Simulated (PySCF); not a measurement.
Excitation energy of Mg⁺ by level of theory

Mg⁺ [Ne] 3s1 (2S) → Mg⁺ [Ne] 3p1 (2P), as a difference of total energies. All numbers are calculated (PySCF 2.14, no relativity, point nucleus, in def2-QZVPPD (9s5p5d2f, 63 functions)). Correlated levels: valence and next inner shell: 1s2 frozen. The calculations carry no spin-orbit coupling.

| method | excitation energy (eV) |
| --- | --- |
| UHF | 4.278 |
| LDA | 4.196 |
| PBE | 4.048 |
| PBE0 | 4.110 |
| r2SCAN | 4.020 |
| r2SCANh | 4.063 |
| BLYP | 4.124 |
| wB97M-V | 4.356 |
| TPSS | 3.941 |
| MP2 (valence and next inner shell) | 4.407 |
| SCS-MP2 (valence and next inner shell) | 4.377 |

**Question.** How much does correlation contribute at MP2 (valence and next inner shell)?

**Answer.** 4.407 − (4.278) = 0.129 eV, measured against UHF.

Errors of the correlated levels include the incompleteness of this basis and the frozen core.

For comparison: 4.43 eV (measured; NIST levels, between the centres of gravity of the two terms).
